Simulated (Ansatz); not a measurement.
Computed with Ansatz on PBE0-D4/def2-TZVP structures; ΔE is electronic, products minus reactants. CBS: MP2 limit from def2 TZ/QZ plus the TZ coupled-cluster correction, frozen cores. This one scheme is used for every species. DFT in def2-TZVPP. For Ga outer-core shells are correlated without core-valence functions, which leaves a few kJ/mol of doubt a bond. Scalar relativity is left out up to krypton. One conformer a species, not always the lowest.

Reaction (formal exchange of groups at the Si–Al bond): `[NH2][AlH][SiH2]S` + `[GaH3]` → `S[SiH2][GaH2]` + `[NH2][AlH2]`

```csv
level,ΔE (kJ/mol),difference from CCSD(T)/CBS
r2SCAN-D4,-12.4,1.8
r2SCANh-D4,-12.1,2.1
CAM-B3LYP-D4,-12.4,1.8
ωB97M-V,-14.1,0.1
r2SCAN0,-11.9,2.3
CCSD/def2-SVP,-11.6,2.6
CCSD(T)/def2-SVP,-11.9,2.3
HF/def2-QZVPP,-9.3,4.9
HF/CBS(def2),-9.2,5.0
MP2/CBS(def2),-17.0,-2.8
CCSD(T)/CBS,-14.2,0
```

Largest T1 diagnostic among the species: 0.013.

Leaving LDA and LC-ωPBE aside and taking each functional with its dispersion term where it has one, the values, not all of them listed here, spread over 6.9 kJ/mol, from B97M-V to ωB97X-V.
